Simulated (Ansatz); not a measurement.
`[AlH2][CH2][SiH3]` + `COB[SiH3]` → `CO[B]([AlH2])[SiH3]` + `C[SiH3]`  (formal exchange of groups at the Al–C bond)

Gas-phase electronic energies from Ansatz, PBE0-D4/def2-TZVP geometries. CBS: MP2 limit from def2 TZ/QZ plus the TZ coupled-cluster correction, frozen cores. This one scheme is used for every species. Functionals use def2-TZVPP. B3LYP here is the variant with VWN-RPA as its local correlation; programs differ in this. Each species was taken in one conformer, which may not be the lowest.

`[AlH2][CH2][SiH3]`:

Cartesian coordinates in Å:
```
Al -0.261 -0.190 1.766
C 0.723 0.283 0.152
Si -0.227 -0.022 -1.425
H -1.180 0.892 2.477
H -0.153 -1.660 2.356
H 0.988 1.346 0.181
H 1.650 -0.300 0.101
H -1.492 0.765 -1.429
H -0.596 -1.462 -1.537
H 0.546 0.348 -2.643
```

`COB[SiH3]`:

```xyz
11

C    -1.605   -1.030   -0.950
O    -0.882   -0.133   -0.126
B     0.458   -0.102   -0.096
Si    1.386    1.220    1.125
H    -2.242   -0.451   -1.622
H    -2.238   -1.654   -0.317
H    -0.929   -1.660   -1.534
H     1.074   -0.867   -0.800
H     2.247    0.491    2.101
H     2.287    2.103    0.329
H     0.444    2.083    1.890
```

`CO[B]([AlH2])[SiH3]`:

Cartesian coordinates in Å:
```
C -1.622 0.853 -1.314
O -0.618 1.068 -0.346
B 0.153 0.095 0.174
Al 0.083 -2.019 -0.244
Si 1.558 0.724 1.518
H -1.371 1.411 -2.218
H -2.574 1.216 -0.923
H -1.711 -0.213 -1.557
H 1.148 -2.711 -1.208
H -0.920 -2.984 0.539
H 1.738 -0.302 2.588
H 1.263 2.031 2.172
H 2.873 0.834 0.819
```

`C[SiH3]`:

Cartesian coordinates in Å:
```
C 0.502 0.437 -0.729
Si -0.450 -0.391 0.653
H -0.130 0.571 -1.609
H 1.366 -0.166 -1.020
H 0.863 1.419 -0.417
H -1.627 0.431 1.045
H 0.413 -0.570 1.852
H -0.938 -1.730 0.226
```

```json
{"level": "B3LYP-D4", "ΔE (kcal/mol)": "10.9"}
{"level": "B3LYP", "ΔE (kcal/mol)": "11.3"}
{"level": "CCSD/def2-TZVPP", "ΔE (kcal/mol)": "12.4"}
{"level": "MP2/def2-QZVPP", "ΔE (kcal/mol)": "14.0"}
```

Q: What does CCSD(T)/CBS give? (Estimate.)

A: The calculation gave: +12.1 kcal/mol. The listed levels differ from it by -1.2, -0.8, 0.3, 1.9 kcal/mol.

Largest T1 diagnostic among the species: 0.015.

From PBE to PBE0 (25 % exact exchange), in def2-TZVPP and without D4, ΔE moves by +1.4 kcal/mol.
